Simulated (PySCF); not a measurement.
# Electron correlation in I+ (iodine, charge +1)

[Kr] 4d10 5s1 5p4 6s1, high-spin 5P determinant (an excited configuration). Computed with PySCF 2.14 in aug-cc-pwCVTZ-DK3 with one added diffuse shell each of s, p, d, f type (11s10p8d5f1g, 125 functions), with the spin-free X2C one-electron Hamiltonian (Gaussian nucleus). Frozen: [Kr] 4d10; 6 electrons correlated.

MP2 pair energies summed by pair of shells (mhartree):

```json
{"pair": "5p-5p", "energy": "-60.37", "share (%)": "67.7"}
{"pair": "5p-6s", "energy": "-19.49", "share (%)": "21.9"}
{"pair": "5s-5p", "energy": "-8.90", "share (%)": "10.0"}
{"pair": "5s-6s", "energy": "-0.41", "share (%)": "0.5"}
```

Total MP2 correlation energy: -89.18 mhartree.

Same-spin part -26.96 and opposite-spin part -62.21 mhartree; SCS-MP2 scales them by 1/3 and 6/5 to -83.64 mhartree.
